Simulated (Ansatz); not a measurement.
Stretching the Mg1–H2 bond in CH4Mg (SMILES [CH3][MgH]) (multiplicity 1 held, fragments rigid). Energies count from the point at 1.704 Å.
Geometry at that point (charge 0, multiplicity 1):
```xyz
6

Mg    -0.72812    -0.38871    -0.10749
H     -2.21912    -1.18469    -0.32759
C      1.09920     0.58682     0.16227
H      1.57195     0.30753     1.10856
H      0.98073     1.67440     0.17041
H      1.80863     0.34637    -0.63514
```

R- and RO- levels are restricted; in cc, def2 and unpolarised 6-31G sets they are followed outwards from rest. Unrestricted levels (U-) break spin symmetry where that is lower. Levels need not reach the same state.

Run with Ansatz (an electronic-structure program). 

One of these levels gives 67.37 kcal/mol for the energy at R = 5.454 Å. Name it.
A) R-HF/def2-TZVPPD
B) R-r2SCAN/def2-TZVPPD
C) U-HF/def2-TZVPPD
D) U-PBE/def2-TZVPPD

D, U-PBE/def2-TZVPPD. The others give 125.90 (R-HF/def2-TZVPPD), 51.52 (U-HF/def2-TZVPPD), 95.23 (R-r2SCAN/def2-TZVPPD)

Doubts at one or more of the structures used: a restricted determinant that unrestricted orbitals would lower (R-HF/def2-TZVPPD, R-r2SCAN/def2-TZVPPD); a spin-contaminated determinant (U-HF/def2-TZVPPD, U-PBE/def2-TZVPPD).
